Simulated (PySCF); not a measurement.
## Trend along the fifth-period p block: MS molecules

PBE0 with triple-zeta basis sets in PySCF, for the lowest determinant that a PBE0 search found; no spin–orbit coupling. De refers to high-spin ground-configuration atoms. A positive dipole means M(−)S(+).

| M | basis | state (unpaired electrons) | Re (Å) | ωe (cm⁻¹) | De (eV) | μ (D) |
| --- | --- | --- | --- | --- | --- | --- |
| Sn | x2c-TZVPPall | singlet (closed shell) | 2.205 | 504 | 4.99 | -3.34 |
| Sb | x2c-TZVPPall | doublet (π ↑) | 2.204 | 514 | 3.53 | -2.39 |
| Te | def2-TZVPP | triplet (π ↑↑) | 2.219 | 497 | 3.69 | -1.63 |
| I | x2c-TZVPPall | doublet (π ↑) | 2.302 | 418 | 2.50 | -1.06 |

The shortest bond is that of SbS (2.204 Å), the longest that of SI (2.302 Å). SnS is bound most strongly (4.99 eV) and SI least (2.50 eV).

The rows differ in basis set, which adds steps of its own.

The state changes along the series, so neighbouring rows are not always alike in their bonding.

These are scalar-relativistic numbers at best; spin–orbit coupling would shift them, the dissociation energy most. States were picked by a PBE0 search and need not be the measured ground states.
